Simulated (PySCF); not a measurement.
F₂GaHS, SMILES [F][Ga]([F])[SH]. Atoms are numbered in the order given.

```xyz
5

Ga    -0.0069     0.3070     0.0000
F     -1.4114     1.3302     0.0000
F      1.5267     1.1322     0.0000
S     -0.1279    -1.8575     0.0000
H      1.2224    -1.9593     0.0000
```

Geometry: r2SCAN-D4/def2-SVP. Other conformers were not sampled.

Calculation: HF/pcSseg-1 run with PySCF.

GIAO shieldings, no solvent; atoms listed in one row are averaged. δ = σ(ref) − σ: ¹⁹F against CFCl3 (σ = 238.5 ppm); ³³S against H2S (σ = 725.2 ppm); ¹H against TMS (σ = 31.99 ppm), references at their B3LYP-D3(BJ)/def2-TZVP geometries, non-relativistic.

Computed chemical shifts:
```csv
nucleus,atoms,count,δ (ppm)
¹⁹F,F3,1,-155.8
¹⁹F,F2,1,-160.3
³³S,S4,1,-96.1
¹H,H5,1,1.20
```
